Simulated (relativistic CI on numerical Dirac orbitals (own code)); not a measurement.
**Ir⁶¹⁺: q coefficients and field-shift factors**

These numbers are calculated, not measured: Dirac-Coulomb-Breit CI, KLI orbitals optimised for each configuration, derivatives by finite differences, unscaled Slater integrals, QED left out (own radial code, finite nucleus).

Configurations in the expansion (outside the closed core [Ne]): 3s2 3p4, 3s2 3p3 3d, 3s 3p5, 3p6, 3s 3p4 3d, 3s 3p3 3d2. Double excitations out of closed p, d and f shells are left out; levels of such configurations are missing from the list, as are those of other unlisted configurations, and high levels can miss mixing partners.

With x = (α/α₀)² − 1 an excitation energy changes as ω = ω₀ + qx; K = 2q/ω₀ is the relative enhancement. Terms are leading LS components, so labels can repeat. The field-shift factor is F = δν/δ⟨r²⟩ for the transition from the lowest level.

Lowest level 3s2 3p4 3P_2.

```tsv
Level	ω₀ (cm⁻¹)	q (cm⁻¹)	K	F (GHz/fm²)
3s2 3p4 1S_0	185869	11000	0.118	0.764
3s2 3p3 3d 3D°_2	1986381	135200	0.136	24.3
3s2 3p3 3d 3P°_0	2060449	147100	0.143	24.7
3s2 3p3 3d 3D°_1	2062202	149700	0.145	2.39
3s2 3p3 3d 3F°_3	2065297	138900	0.135	30.5
3s2 3p3 3d 3F°_4	2800076	924400	0.66	55.4
3s2 3p3 3d 3D°_2	2863631	966200	0.675	-19.2
3s2 3p3 3d 3D°_3	3028218	951900	0.629	41.8
3s2 3p3 3d 3D°_1	3123935	968600	0.62	29.5
3s2 3p4 3P_1	3399783	4.279e+06	2.52	-731
3s2 3p4 1D_2	3482912	4.272e+06	2.45	-733
3s 3p5 3P°_2	4983573	4.65e+06	1.87	-9040
3s 3p5 1P°_1	5156574	4.564e+06	1.77	-5940
```

At this charge energies of transitions that change n are usually good to better than 1 %, and those within a shell (Δn = 0) to a few per cent.
